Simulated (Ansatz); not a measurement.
Program: Ansatz. Geometries: PBE0-D4/def2-TZVP. ΔE: electronic, gas phase. CCSD(T)/CBS is the MP2 limit (def2-TZVPP, def2-QZVPP) plus CCSD(T) − MP2 in def2-TZVPP, frozen cores. DFT in def2-TZVPP. For Ti outer-core shells are correlated without core-valence functions, which leaves a few kJ/mol of doubt a bond. Scalar relativity is left out up to krypton.

`CC1=CC(C(F)(F)F)=[O+][Ti-]([F])([F])([Cl])[O]1` + `[CH3][Ti]([F])([F])[F]` → `[CH3][Ti]([F])([F])[Cl]` + `CC1=CC(C(F)(F)F)=[O+][Ti-]([F])([F])([F])[O]1`  (redistribution)

| species | CAM-B3LYP energy (Eh) |
| --- | --- |
| `CC1=CC(C(F)(F)F)=[O+][Ti-]([F])([F])([Cl])[O]1` | -2152.73490 |
| `[CH3][Ti]([F])([F])[F]` | -1189.23192 |
| `[CH3][Ti]([F])([F])[Cl]` | -1549.58419 |
| `CC1=CC(C(F)(F)F)=[O+][Ti-]([F])([F])([F])[O]1` | -1792.38423 |

(1) Work out ΔE.

Largest T1 diagnostic among the species: 0.022, so the coupled-cluster value is less sure than usual.

Results:

(1) ΔE = (-1549.58419) + (-1792.38423) − (-2152.73490) − (-1189.23192) = -0.00160 Eh = -1.0 kcal/mol. CCSD(T)/CBS gives -0.8 kcal/mol.

In def2-TZVPP, CCSD(T) changes the Hartree–Fock value by +1.4 kcal/mol (the triples alone add +0.6 kcal/mol) and MP2 by +1.3 kcal/mol. Leaving LDA and LC-ωPBE aside and taking each functional with its dispersion term where it has one, the values, not all of them listed here, spread over 1.1 kcal/mol, from ωB97X-V to revPBE-D4.
